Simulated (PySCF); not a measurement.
## Assigning NMR signals

Cartesian coordinates in Å; atom numbers follow the order of the lines, from 1:
```xyz
13

C    -1.417    1.352    0.528
C    -1.497    0.142   -0.031
N    -0.959   -1.007    0.457
C     0.218   -1.437    0.531
C     1.495   -0.871   -0.031
N     1.437    0.390   -0.510
O     2.506   -1.542   -0.053
H    -0.808    1.531    1.398
H    -2.023    2.166    0.176
H    -2.179   -0.043   -0.854
H     0.360   -2.400    1.014
H     2.272    0.785   -0.912
H     0.589    0.935   -0.487
```

- GFN2-xTB structure
- shieldings: GIAO PBE0/pcSseg-1
- code: PySCF 2.14
- relativity neglected, no solvent, one computed conformer

Chemical shifts δ = σref − σ; ¹³C (σ = 186.93 ppm), ¹H (σ = 31.72 ppm) against TMS, all at this level.

**Question.** Assign these signals to the numbered atoms. ¹³C{¹H} NMR (computed): δ 164.4, 154.2, 150.1, 90.8.

**Answer.** 
164.4 → C5, amide carbonyl carbon: lone-pair donation from the attached heteroatom keeps it upfield of a ketone carbonyl
154.2 → C4, C=N carbon
150.1 → C2, alkene CH: an sp2 carbon of a C=C bond
90.8 → C1, terminal =CH2 carbon

**Question.** Assign these signals to the numbered atoms. ¹H NMR (600 MHz, computed): δ 7.61 (m, 1H), 7.43 (s, 1H), 7.27 (br, 1H), 4.80 (br, 1H), 4.34 (m, 1H), 4.27 (m, 1H).

**Answer.** 
```tsv
δ (ppm)	atoms	environment	reason
7.61	H10	hydrogen on an alkene CH	olefinic region
7.43	H11	hydrogen on a C=N carbon	–
7.27	H13	hydrogen on an amide-type nitrogen	labile proton, position sensitive to the medium
4.80	H12	hydrogen on an amide-type nitrogen	–
4.34	H8	hydrogen on a terminal =CH2 carbon	olefinic region
4.27	H9	hydrogen on a terminal =CH2 carbon	–
```

H8 and H9 lie closer than the usual error of such a calculation, so a measured spectrum could show them in the other order.

The OH or NH signal is concentration- and solvent-dependent in practice; the value given is the gas-phase one. Rotation about the amide-type C–N bond is slow at room temperature, so the two groups on nitrogen are listed apart. Shifts are as computed. Against solution values, carbons near 30 ppm lie about +3 ppm off and those near 130 ppm about +5 ppm (rms about the fit 2.1 ppm; single classes can miss by 10 ppm). Of 1328 compounds with measured shifts, 309 miss one by over three times the rms of a fit or turn the order of signals round; such compounds aren't used in these exercises. Signals without a measured value on file couldn't be tested in this way; 1H shifts scatter by 0.2 ppm about their fit, and single ones miss by 0.5 ppm. The C=O carbon of an acid or of an amide with N–H lies up to 10 ppm further downfield in solution, through hydrogen bonding that the calculation lacks. No couplings were computed; multiplicities are counted from neighbouring protons, with m where these are inequivalent, close in shift, in a saturated or five-membered ring or joined by F or P, and br s for small geminal =CH2 splittings.
